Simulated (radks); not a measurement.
Spherical quantum dot in the effective-mass picture: electrons in a well V = -V0 / (1 + exp((r - R)/a)) with V0 = 2.75, R = 13.5, a = 1, all in effective atomic units (hartree* = m*/eps^2 hartree, bohr* = eps/m* bohr), one dielectric constant everywhere. Method: non-relativistic Kohn-Sham, LDA (Slater exchange, Perdew-Wang correlation), spin-polarised, spherical densities; computed with a radial shooting solver with Libxc functionals. Levels are named by radial order and angular momentum (1s, 1p, 1d, 2s, ...), and open shells are averaged over m. Results are scaled to m* = 0.199 and eps = 14.7, for which hartree* = 25.06 meV and bohr* = 3.909 nm.

N = 22, configuration 1s2 1p6 1d10 1f(up 4, down 0). This is the lowest configuration that the search found (a dilute case). Occupied and some empty levels:

| level | occupation | eigenvalue (meV) | <r> (nm) |
|---|---|---|---|
| 1s up | 1 | -15.629 | 36.86 |
| 1s down | 1 | -15.379 | 36.76 |
| 1p up | 3 | -15.321 | 37.19 |
| 1p down | 3 | -15.067 | 37.12 |
| 1d up | 5 | -14.725 | 37.67 |
| 1d down | 5 | -14.469 | 37.63 |
| 1f up | 4 | -13.867 | 38.21 |
| 1f down | 0 | -13.607 | 38.19 |
| 1g up | 0 | -12.765 | 38.76 |
| 1g down | 0 | -12.504 | 38.76 |
| 2s up | 0 | -11.065 | 25.73 |
| 2s down | 0 | -10.973 | 25.45 |
| 2p up | 0 | -10.201 | 28.81 |
| 2p down | 0 | -10.084 | 28.64 |
| 2d up | 0 | -8.9920 | 31.03 |
| 2d down | 0 | -8.8550 | 30.91 |

Energy (meV): total -888.785, kinetic 53.067, external -1451.5, Hartree 588.98, exchange-correlation -79.349.
